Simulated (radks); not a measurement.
Values are calculated unless marked as measured or tabulated.
Coulomb parameter of the 4f shell of the promethium ion Pm2+ in the model configuration [Xe] 4f3 5d2, as a second difference U = [E(n + 0.5) + E(n - 0.5) - 2 E(n)] / (0.5)^2 with all orbitals relaxed. "Bare": the charge of the atom changes with n. "Screened": the 5d shell takes up the change at fixed total charge, which measures U(4f,4f) + U(5d,5d) - 2 U(4f,5d). Level of theory: scalar-relativistic Kohn-Sham, PBE, spin-unpolarised, spherical densities, point nucleus (a radial shooting solver on a logarithmic mesh with Libxc functionals).

case              configuration  E - E(n) (eV)
start              [Xe] 4f3 5d2          0.000
bare +0.5        [Xe] 4f3.5 5d2        -11.579
bare -0.5        [Xe] 4f2.5 5d2         15.929
screened +0.5  [Xe] 4f3.5 5d1.5         -4.725
screened -0.5  [Xe] 4f2.5 5d2.5          6.087

U(bare) = 17.401 eV, U(screened by 5d) = 5.447 eV, against the Slater integral F0(4f,4f) = 28.312 eV with frozen orbitals.
